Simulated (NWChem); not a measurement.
isopropylamine (C$_{3}$H$_{9}$N); SMILES C(C)(N)C

```xyz
13

C      0.6905     0.1155     1.2576
C     -0.0244    -0.3557     0.0000
C      0.6905     0.1155    -1.2576
N     -1.3804     0.1743     0.0000
H      1.7256    -0.2566     1.2926
H      0.7092     1.2160     1.2928
H      0.1773    -0.2416     2.1653
H     -0.0003    -1.4691     0.0000
H      0.1773    -0.2416    -2.1653
H      0.7092     1.2160    -1.2928
H      1.7256    -0.2566    -1.2926
H     -1.8909    -0.1641    -0.8140
H     -1.8909    -0.1641     0.8140
```
Atoms are numbered in this order, from 1.

Computed with NWChem. All runs use the structure optimised with PBE0/def2-SVP. Level: M05-2X/def2-SVP with COSMO at NWChem's default radii, gas-phase geometry; rows give the dielectric constant.

For dielectric constant 2.4:

* **electrostatic solvation energy (kcal/mol)**: -2.3
* **dipole in solution (D)**: 1.54

Task: Estimate the same quantities for dielectric constant 46.7.

Result: The electrostatic solvation energy (kcal/mol) comes out as -4.1 and the dipole in solution (D) is 1.74.
